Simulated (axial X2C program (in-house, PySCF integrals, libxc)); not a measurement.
**F or Br: which binds elements of chip processing more strongly?**

Calculated with an axial X2C code built on PySCF integrals, spin-free (one-electron X2C) or two-component (2c: spin–orbit coupling with atomic mean-field Coulomb and Gaunt terms, which also bring small scalar terms), in Dyall basis sets with cores contracted in-house; open shells are unrestricted.

Level PBE0, spin-free. Dyall triple-zeta sets: BF v3z/av3z; BBr v3z/cv3z; PF v3z/av3z; PBr v3z/cv3z; TiF cv3z/av3z; TiBr cv3z/cv3z; GaF cv3z/av3z; GaBr cv3z/cv3z; GeF cv3z/av3z; GeBr cv3z/cv3z; AsF cv3z/av3z; AsBr cv3z/cv3z; ZrF cv3z/av3z; ZrBr cv3z/cv3z; InF cv3z/av3z; InBr cv3z/cv3z; SbF cv3z/av3z; SbBr cv3z/cv3z.

Diatomic bonds are a first guide to the radicals met in plasma etching, cleaning and deposition, though surfaces and higher halides or oxides behave in their own way.

```json
{"element M": "B", "state of MF": "M_S = 0, Λ = 0", "Re MF (Å)": "1.262", "D0 MF (eV)": "7.67", "state of MBr": "M_S = 0, Λ = 0", "Re MBr (Å)": "1.889", "D0 MBr (eV)": "4.52"}
{"element M": "P", "state of MF": "M_S = 1, Λ = 0", "Re MF (Å)": "1.606", "D0 MF (eV)": "4.59", "state of MBr": "M_S = 1, Λ = 0", "Re MBr (Å)": "2.177", "D0 MBr (eV)": "2.98"}
{"element M": "Ti", "state of MF": "M_S = 3/2, Λ = 0", "Re MF (Å)": "1.773", "D0 MF (eV)": "6.09", "state of MBr": "M_S = 3/2, Λ = 3", "Re MBr (Å)": "2.400", "D0 MBr (eV)": "4.07"}
{"element M": "Ga", "state of MF": "M_S = 0, Λ = 0", "Re MF (Å)": "1.783", "D0 MF (eV)": "5.89", "state of MBr": "M_S = 0, Λ = 0", "Re MBr (Å)": "2.367", "D0 MBr (eV)": "4.32"}
{"element M": "Ge", "state of MF": "M_S = 1/2, Λ = 1", "Re MF (Å)": "1.753", "D0 MF (eV)": "5.13", "state of MBr": "M_S = 1/2, Λ = 1", "Re MBr (Å)": "2.321", "D0 MBr (eV)": "3.60"}
{"element M": "As", "state of MF": "M_S = 1, Λ = 0", "Re MF (Å)": "1.741", "D0 MF (eV)": "4.15", "state of MBr": "M_S = 1, Λ = 0", "Re MBr (Å)": "2.294", "D0 MBr (eV)": "2.82"}
{"element M": "Zr", "state of MF": "M_S = 3/2, Λ = 0", "Re MF (Å)": "1.878", "D0 MF (eV)": "6.53", "state of MBr": "M_S = 3/2, Λ = 0", "Re MBr (Å)": "2.477", "D0 MBr (eV)": "4.43"}
{"element M": "In", "state of MF": "M_S = 0, Λ = 0", "Re MF (Å)": "1.995", "D0 MF (eV)": "5.41", "state of MBr": "M_S = 0, Λ = 0", "Re MBr (Å)": "2.560", "D0 MBr (eV)": "4.14"}
{"element M": "Sb", "state of MF": "M_S = 1, Λ = 0", "Re MF (Å)": "1.921", "D0 MF (eV)": "4.09", "state of MBr": "M_S = 1, Λ = 0", "Re MBr (Å)": "2.487", "D0 MBr (eV)": "2.81"}
```

Problem. Work out the energy at 0 K of MF + Br → MBr + F for each element.

Solution. ΔE = D0(MF) − D0(MBr) at PBE0, spin-free: B 3.15, P 1.61, Ti 2.02, Ga 1.57, Ge 1.53, As 1.33, Zr 2.10, In 1.27, Sb 1.28 eV (negative: the exchange gives off energy).

Problem. For which element is the exchange to Br most and for which least favourable, and what is the energy of InF + BBr → InBr + BF?

Solution. In most (1.27 eV; too close to rank against As, Sb), B least (3.15 eV). The atoms cancel in the double exchange: ΔE = 1.27 − (3.15) = -1.88 eV, a figure less sensitive to errors in the atoms than D0 itself.

Each entry is the lowest single determinant of a limited PBE0 search at one distance. D0 = De minus the zero-point energy; De goes to single-determinant-based atoms at the same level (for ions the charge split of lowest energy) and is withheld (n/a) where an atom does not fit its ground term or J level. Main or longest-lived isotopes. One determinant is a doubtful description, or other states lie close, for PBr, TiF, TiBr, AsF, AsBr, ZrF, ZrBr, SbF, SbBr; these need not be ground states, and all values refer to the states named. The functionals have no current term, which raises determinants with orbital currents. Spin-free values lack the spin–orbit lowering of the atoms, a third of the ²P splitting for halogens (0.036 eV for Cl, 0.152 eV for Br from NIST levels). These D0 were not checked against measured values; triple-zeta sets, frozen cores and single determinants leave errors of some tenths of an eV, more for transition metals.
